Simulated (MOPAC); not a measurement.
MOPAC input (PM7):

```
PM7 FORCE THERMO(298,298) PRECISE LET GEO-OK AUX(PRECISION=9) THREADS=1
BF

B    -0.00000000 1   -0.00000000 1   -0.82495965 1
F    -0.00000000 1   -0.00000000 1    0.46355465 1
```

From the output:

```
     F    2   6.720900   6.720899

          HEAT OF FORMATION =       5.681222 KCALS/MOLE

          ZERO POINT ENERGY       1.839 KCAL/MOL

           NORMAL COORDINATE ANALYSIS (Total motion = 1 Angstrom)

   Root No.       1

                 1 Sig

                1286.7

           1    0.6374
           2   -0.0000
           3   -0.0000
           4   -0.3626
           5    0.0000
           6    0.0000

           MASS-WEIGHTED COORDINATE ANALYSIS (NORMAL COORDINATES)

   Root No.       1

                 1 Sig

                1286.7

           1    0.7983
           2   -0.0000
           3   -0.0000
           4   -0.6022
           5    0.0000
           6    0.0000

          DESCRIPTION OF VIBRATIONS

 VIBRATION          1    1Sig        ATOM PAIR     ENERGY CONTRIBUTION    RADIAL
 FREQUENCY          1286.73         B 1 -- F 2        +100.0% (100.0%)    100.0%
 TRANSITION DIPOLE   1.9249
 TRAVEL (Ang.)       0.0872
 REDUCED MASS        6.8898
 EFFECTIVE MASS     13.5145
 FORCE CONSTANT      6.7209

      SYMMETRY NUMBER FOR POINT-GROUP C*v =  1

          SYSTEM IS A GROUND STATE

 BF

          MOLECULE IS LINEAR

          THERE ARE  1 GENUINE VIBRATIONS IN THIS SYSTEM
          THIS THERMODYNAMICS CALCULATION IS LIMITED TO
          MOLECULES WHICH HAVE NO INTERNAL ROTATIONS

                    CALCULATED THERMODYNAMIC PROPERTIES
                                          *
   TEMP. (K)   PARTITION FUNCTION   H.O.F.    ENTHALPY  HEAT CAPACITY ENTROPY
                                   KCAL/MOL   CAL/MOLE    CAL/K/MOL  CAL/K/MOL

 298.00  VIB.     0.1002D+01                     7.3885     0.1543     0.0288
         ROT.     0.1405D+03                   592.1869     1.9872    11.8149
         INT.     0.1408D+03                   599.5754     2.1415    11.8437
         TRA.     0.1573D+27                  1480.4672     4.9680    36.1078
         TOT.                        5.681    2080.0425     7.1096    47.9516

   *: NOTE: HEATS OF FORMATION ARE RELATIVE TO THE
            ELEMENTS IN THEIR STANDARD STATE AT 298K
              (=  Standard Enthalpy of Formation).

            Hvib:  Zero-point energy is not included.
                   frequencies of less than zero cm-1 are not included.
            Hrot = (3/2)RT
            Htra = (3/2)RT + pV = (5/2)RT

            Heat capacity is Cp, not Cv

          For more information, see: HTTP://OpenMOPAC.net/Manual/thermochemistry.html

           FORCE CONSTANT IN CARTESIAN COORDINATES (Millidynes/A)

    ATOM   CHEMICAL       X               Y               Z
   NUMBER   SYMBOL  FORCE CONSTANT  FORCE CONSTANT  FORCE CONSTANT

      1       B        6.720900        0.000797        0.000797
      2       F        6.720899        0.000796        0.000796

 **********************
 *                    *
 * JOB ENDED NORMALLY *
 *                    *
 **********************

 == MOPAC DONE ==
```
